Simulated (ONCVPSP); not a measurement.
## Pseudopotential generation for tellurium: ONCV, LDA (Perdew-Wang 92), scalar-relativistic.

The input file (ONCVPSP 4.0.1):

```
# ATOM AND REFERENCE CONFIGURATION
# atsym  z   nc   nv     iexc    psfile
  Te 52.00    8    3  -001012      upf
#
#   n    l    f
    1    0    2.00
    2    0    2.00
    2    1    6.00
    3    0    2.00
    3    1    6.00
    3    2   10.00
    4    0    2.00
    4    1    6.00
    4    2   10.00
    5    0    2.00
    5    1    4.00
#
# PSEUDOPOTENTIAL AND OPTIMIZATION
# lmax
    3
#
#   l,   rc,      ep,       ncon, nbas, qcut
    0    1.85    0.00    4    8    3.70
    1    1.70    0.00    3    6    4.00
    2    1.50    0.00    4    8   12.20
    3    1.55    0.24    3    6    6.50
#
# LOCAL POTENTIAL
# lloc, lpopt,  rc(5),   dvloc0
    4    5    1.10    0.00
#
# VANDERBILT-KLEINMAN-BYLANDER PROJECTORs
# l, nproj, debl
    0    2    1.90
    1    1    3.50
    2    2    0.80
    3    2    3.70
#
# MODEL CORE CHARGE
# icmod, fcfact, rcfact
    0    0.00    0.00
#
# LOG DERIVATIVE ANALYSIS
# epsh1, epsh2, depsh
   -3.00    5.00    0.02
#
# OUTPUT GRID
# rlmax, drl
    6.00    0.01
#
# TEST CONFIGURATIONS
# ncnf
    4
# nvcnf
#   n    l    f
    3
    4    2   10.00
    5    0    2.00
    5    1    3.00
#
    3
    4    2   10.00
    5    0    2.00
    5    1    2.00
#
    3
    4    2   10.00
    5    0    2.00
    5    1    1.00
#
    3
    4    2    9.00
    5    0    2.00
    5    1    5.00
#
```

Command:

```bash
oncvpsp.x < Te.dat > Te.out
```

The program printed (shortened: citation, most of the input echo, consistency checks and plot data are left out):

```
ONCVPSP  (Optimized Norm-Conservinng Vanderbilt PSeudopotential)
scalar-relativistic version 4.0.1

#   n    l    f        energy (Ha)
    1    0    2.00    -1.1610376E+03
    2    0    2.00    -1.7808037E+02
    2    1    6.00    -1.5995325E+02
    3    0    2.00    -3.5419676E+01
    3    1    6.00    -2.9526763E+01
    3    2   10.00    -2.0590506E+01
    4    0    2.00    -6.0267154E+00
    4    1    6.00    -4.1966587E+00
    4    2   10.00    -1.5324685E+00
    5    0    2.00    -5.6438189E-01
    5    1    4.00    -2.2457914E-01

Reference configufation results
  iterations    25
  all-electron total energy (Ha)   -6.78884863D+03

Begin loop to  construct optimized pseudo wave functions
and semi-local pseudopoentials for all angular momenta

   Wellstate for l =  0  n =  7
     eigenvalue =   1.3356
     asymptotic potential =   1.8356
     half-point radius =  4.7223

Calculating optimized projector #   1

 for l=   0

    Fraction of norm inside rc  0.412401
    Optimizing pswf for qcut=   3.69 a_B^-1,  ecut=   6.81 Ha
    Residual kinetic energy error=  2.47D-03 Ha

    Energy error per electron        Cutoff
         Ha          eV             Ha
         0.01000     0.27211        5.38
         0.00100     0.02721       10.87
         0.00010     0.00272       41.39
         0.00001     0.00027       50.86

Calculating optimized projector #   2

 for l=   0

    Fraction of norm inside rc  0.093684
    Optimizing pswf for qcut=   3.69 a_B^-1,  ecut=   6.81 Ha
    Residual kinetic energy error=  4.19D-03 Ha

    Energy error per electron        Cutoff
         Ha          eV             Ha
         0.01000     0.27211        5.95
         0.00100     0.02721       12.77
         0.00010     0.00272       55.69
         0.00001     0.00027       70.85

Calculating optimized projector #   1

 for l=   1

    Fraction of norm inside rc  0.148339
    Optimizing pswf for qcut=   4.01 a_B^-1,  ecut=   8.05 Ha
    Residual kinetic energy error=  4.81D-04 Ha

    Energy error per electron        Cutoff
         Ha          eV             Ha
         0.01000     0.27211        2.86
         0.00100     0.02721        7.11
         0.00010     0.00272       35.54
         0.00001     0.00027       76.09

WARNING wellstate: negative energy specified for n= 5 l=  2
WARNING scattering state with energy  0.25000000
WARNING will be used for the first projector

   Wellstate for l =  2  n =  5
     eigenvalue =   0.2500
     asymptotic potential =   0.7500
     half-point radius =  5.1626

Calculating optimized projector #   1

 for l=   2

    Fraction of norm inside rc  0.901995
    Optimizing pswf for qcut=  12.20 a_B^-1,  ecut=  74.38 Ha
    Residual kinetic energy error=  1.35D-08 Ha

    Energy error per electron        Cutoff
         Ha          eV             Ha
         0.01000     0.27211       38.14
         0.00100     0.02721       47.19
         0.00010     0.00272       54.79
         0.00001     0.00027       61.01

Calculating optimized projector #   2

 for l=   2

    Fraction of norm inside rc  0.036222
    Optimizing pswf for qcut=  12.20 a_B^-1,  ecut=  74.38 Ha
    Residual kinetic energy error=  2.50D-09 Ha

    Energy error per electron        Cutoff
         Ha          eV             Ha
         0.01000     0.27211       28.23
         0.00100     0.02721       39.07
         0.00010     0.00272       48.47
         0.00001     0.00027       56.29

   Wellstate for l =  3  n =  4
     eigenvalue =   0.2400
     asymptotic potential =   0.7400
     half-point radius = 11.4781

   Wellstate for l =  3  n =  6
     eigenvalue =   3.9400
     asymptotic potential =   4.4400
     half-point radius =  2.9685

Calculating optimized projector #   1

 for l=   3

    Fraction of norm inside rc  0.003031
    Optimizing pswf for qcut=   6.49 a_B^-1,  ecut=  21.05 Ha
    Residual kinetic energy error=  1.18D-04 Ha

    Energy error per electron        Cutoff
         Ha          eV             Ha
         0.01000     0.27211        3.42
         0.00100     0.02721       14.15
         0.00010     0.00272       21.92
         0.00001     0.00027       61.98

Calculating optimized projector #   2

 for l=   3

    Fraction of norm inside rc  0.153242
    Optimizing pswf for qcut=   6.49 a_B^-1,  ecut=  21.05 Ha
    Residual kinetic energy error=  3.54D-01 Ha

    Energy error per electron        Cutoff
         Ha          eV             Ha
         0.01000     0.27211       73.85
         0.00100     0.02721       94.28

Construct Vanderbilt / Kleinmman-Bylander projectors

B matrix Hermiticity error, ll=   0
   1   2   -1.3842E-04

  Orthonormal projector coefficients  1.0728E+01  1.1998E+00

B matrix Hermiticity error, ll=   2
   1   2    1.9308E-04

  Orthonormal projector coefficients -1.0149E+00 -2.3274E-01

B matrix Hermiticity error, ll=   3
   1   2   -1.8665E-05

  Orthonormal projector coefficients -1.1088E+01 -5.1695E+00

Pseudoatom total energy  -94.168198

Diagnostic tests using Vanderbilt-Kleinman-Bylander pseudopotentials
  1 or more projectors used as specified by nproj input data

   l    rcore       rmatch      e in        delta e   norm test  slope test

   0   1.8503737   1.9065550  -0.5643819  -0.0000033   1.0000555   1.0000847
   0   1.8503737   1.9065550   1.3356181   0.0000010   1.0002594   1.0002594

   1   1.7017185   1.7533863  -0.2245791  -0.0000429   0.9998973   1.0002679

   2   1.5008252   1.5463935  -1.5324685  -0.0000313   1.0002117   1.0002194
   2   1.5008252   1.5463935   0.2500000  -0.0000245   1.0003564   1.0003564

   3   1.5556719   1.6029055   0.2400000  -0.0006653   0.9999450   0.9999450
   3   1.5556719   1.6029055   3.9400000  -0.0008679   1.0006797   1.0006797

 Testing for bound ghosts
   n   l    E NL Schr. Eq   E Basis Diag.   E Cutoff

       0                       -5.859274     76.19  WARNING - GHOST(-)
   1   0       -0.564385       -0.562622     76.19

       1                       -2.343913     33.17  WARNING - GHOST(-)
   2   1       -0.224622       -0.200465     33.17

   3   2       -1.532500       -1.532479    153.60

 Testing for highly-localized positive-energy ghosts
       l    <radius>/rc     E Basis Diag.   E Cutoff

Test configuration 0

   n   l     f        eae           eps        diff
   1   0  2.0000-1161.03756277
   2   0  2.0000 -178.08037314
   2   1  6.0000 -159.95325207
   3   0  2.0000  -35.41967579
   3   1  6.0000  -29.52676293
   3   2 10.0000  -20.59050611
   4   0  2.0000   -6.02671542
   4   1  6.0000   -4.19665867
   4   2 10.0000   -1.53246850   -1.53249975   -3.13D-05
   5   0  2.0000   -0.56438189   -0.56438515   -3.26D-06
   5   1  4.0000   -0.22457914   -0.22462203   -4.29D-05

    Total energies and differences
      AE_ref= -6.78884863D+03  AE_tst= -6.78884863D+03  dif=  0.00D+00
      PS_ref= -9.41681982D+01  PS_tst= -9.41681982D+01  dif=  7.11D-14
      PSP excitation error= -7.11D-14

Test configuration 1

   n   l     f        eae           eps        diff
   1   0  2.0000-1161.37528791
   2   0  2.0000 -178.41636732
   2   1  6.0000 -160.28946660
   3   0  2.0000  -35.75500096
   3   1  6.0000  -29.86210869
   3   2 10.0000  -20.92583280
   4   0  2.0000   -6.36065536
   4   1  6.0000   -4.53038053
   4   2 10.0000   -1.86502905   -1.86360425    1.42D-03
   5   0  2.0000   -0.87217032   -0.87203912    1.31D-04
   5   1  3.0000   -0.51048183   -0.51046573    1.61D-05

    Total energies and differences
      AE_ref= -6.78884863D+03  AE_tst= -6.78848445D+03  dif=  3.64D-01
      PS_ref= -9.41681982D+01  PS_tst= -9.38039011D+01  dif=  3.64D-01
      PSP excitation error= -1.18D-04

Test configuration 2

   n   l     f        eae           eps        diff
   1   0  2.0000-1161.76547374
   2   0  2.0000 -178.80329704
   2   1  6.0000 -160.67679536
   3   0  2.0000  -36.14057759
   3   1  6.0000  -30.24772134
   3   2 10.0000  -21.31142808
   4   0  2.0000   -6.74328311
   4   1  6.0000   -4.91253189
   4   2 10.0000   -2.24495376   -2.24085122    4.10D-03
   5   0  2.0000   -1.21529750   -1.21484661    4.51D-04
   5   1  2.0000   -0.83006381   -0.82986210    2.02D-04

    Total energies and differences
      AE_ref= -6.78884863D+03  AE_tst= -6.78781678D+03  dif=  1.03D+00
      PS_ref= -9.41681982D+01  PS_tst= -9.31361502D+01  dif=  1.03D+00
      PSP excitation error= -2.00D-04

Test configuration 3

   n   l     f        eae           eps        diff
   1   0  2.0000-1162.19984462
   2   0  2.0000 -179.23271063
   2   1  6.0000 -161.10680634
   3   0  2.0000  -36.56783323
   3   1  6.0000  -30.67503008
   3   2 10.0000  -21.73872791
   4   0  2.0000   -7.16574582
   4   1  6.0000   -5.33420822
   4   2 10.0000   -2.66321378   -2.65504750    8.17D-03
   5   0  2.0000   -1.58529769   -1.58425963    1.04D-03
   5   1  1.0000   -1.17541939   -1.17484734    5.72D-04

    Total energies and differences
      AE_ref= -6.78884863D+03  AE_tst= -6.78681619D+03  dif=  2.03D+00
      PS_ref= -9.41681982D+01  PS_tst= -9.21356636D+01  dif=  2.03D+00
      PSP excitation error= -9.65D-05

Test configuration 4

   n   l     f        eae           eps        diff
   1   0  2.0000-1161.35832305
   2   0  2.0000 -178.42084731
   2   1  6.0000 -160.29249841
   3   0  2.0000  -35.74263634
   3   1  6.0000  -29.84977360
   3   2 10.0000  -20.91713510
   4   0  2.0000   -6.29698491
   4   1  6.0000   -4.45522355
   4   2  9.0000   -1.76110966   -1.78343148   -2.23D-02
   5   0  2.0000   -0.63147365   -0.63150645   -3.28D-05
   5   1  5.0000   -0.26310231   -0.26202612    1.08D-03

    Total energies and differences
      AE_ref= -6.78884863D+03  AE_tst= -6.78744622D+03  dif=  1.40D+00
      PS_ref= -9.41681982D+01  PS_tst= -9.27541237D+01  dif=  1.41D+00
      PSP excitation error= -1.17D-02
```

Note: ghosts flagged at negative energy: s at -159.4 eV, p at -63.8 eV; no localised positive-energy state flagged. A true bound ghost makes a file unfit for plane-wave use.

The run took about 3.7 s on one core of a shared server CPU.
